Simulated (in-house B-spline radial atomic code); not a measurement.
## Removing one electron from K¹⁷⁺

Closed shell 1s2. Computed with a B-spline radial code for spherical atoms: Koopmans values of Dirac-Hartree-Fock plus a diagonal self-energy, in second order or with its direct term screened (direct RPA, with the hole-particle interaction, or full time-dependent Hartree-Fock), linearised in energy; no-pair Dirac-Coulomb Hamiltonian, finite nucleus. Shifts add to the Koopmans value (the ΔSCF shift is orbital relaxation alone); the final value takes TDHF screening with Breit and QED.

Command:
```bash
python run_mb.py task.json out
```
Settings (nuclear radius in fm, box in bohr, cutoff in hartree):
```
basis_form          2
Z                   19
core_configuration  1s2
rms_radius          3.4349
mass_number         39
speed_of_light      137.036
box_radius          5.188
lmax                7
intervals           60
virtual_cutoff      1444.0
```

Time taken, with all properties: 0.4 s on 1 thread of AMD EPYC 9R14, with other jobs on the host.

Energies in eV:

```csv
subshell,Koopmans,ΔSCF shift,second order,direct RPA,hole-particle,TDHF,Breit + QED,final
1s1/2,4614.64,-1.537,?,?,?,?,?,?
```

Q: What does the self-energy do to 1s1/2?

A: It shifts the removal energy by -0.381 eV in second order, -0.311 with direct RPA, -0.402 with the hole-particle term and -0.417 with TDHF screening (quasi-particle weight 1.000); Breit and QED add -3.642 eV. The final value is 4610.58 eV, against 4610.807 eV (NIST, tabulated theory). Recoil and two-electron QED terms are left out.
